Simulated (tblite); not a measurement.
Species: C₅H₆O₂.
Atom-mapped SMILES: `[CH:1]#[C:2][C:3](=[O:4])[CH2:5][O:6][CH3:7]` (hydrogens: H8 on C1; H9, H10 on C5; H11, H12, H13 on C7)

Computed with GFN2-xTB (tblite), gas phase: nudged elastic band of 9 images (0 to 8), spring 0.2 eV/Å², climbing image at the end, force threshold 0.05 eV/Å. No saddle search or frequency run followed, so the top image need not be a first-order saddle, and its height can exceed the method's true barrier by a kcal/mol or more.

The band describes a rotation about C5–O6 (sp3 carbon bound to oxygen, ether oxygen), followed by the dihedral C3–C5–O6–C7, from the optimised start (73°) to a second optimised geometry at 180°.

Q: Give the energy profile along the converged band.

A: 
```tsv
image	dihedral (°)	E (kJ/mol)	C5–O6 (Å)	C3···C7 (Å)	largest true force (eV/Å)
0	73	0.00	1.403	3.06	0.01
1	84	1.53	1.404	3.18	0.03
2	97	5.11	1.407	3.31	0.04
3	112	8.74	1.410	3.43	0.04
4	127	10.62	1.411	3.53	0.02
5	141	9.98	1.410	3.61	0.03
6	155	7.83	1.407	3.65	0.04
7	168	5.54	1.404	3.68	0.03
8	180	3.79	1.403	3.69	0.01
```

Barriers of this band. The top is image 4 at 127°: 10.62 kJ/mol forward and 6.83 kJ/mol back; the end lies 3.79 kJ/mol above the start. The central bond is 0.008 Å longer at the top than at the start.

Q: What rate follows at 250 K for crossing this barrier forward?

A: Taking the electronic barrier for the free energy of activation (no zero-point or entropy terms, transmission 1), rate = (kT/h)·exp(−ΔE/kT) ≈ 3 × 10^10 s⁻¹, whose inverse is 3 × 10^-11 s. An error of 1 kcal/mol in the barrier changes this by a factor of 7, and the method and the loose band can each miss by that much or more.

Q: How would the two end points share their population at 250 K, from these energies alone?

A: exp(−ΔE/kT) with ΔE = 0.039 eV gives 0.16 for the higher one (end) against 1 for the lower, without vibrational, rotational or degeneracy terms. GFN2-xTB can put conformers this close in the wrong order.

Q: How long is the path, and how are the images spaced?

A: Cartesian distances between aligned neighbours (all atoms, Å): 0.57, 0.54, 0.51, 0.49, 0.45, 0.44, 0.45, 0.58; the sum is 4.03 Å, and the top lies 52 % of the way along.

The cost below is that of the whole band run. Hardware: one thread of an Intel Xeon Platinum 8259CL at 2.50 GHz, shared host. Cost: 4.2 s, 0.18 GiB resident at most.
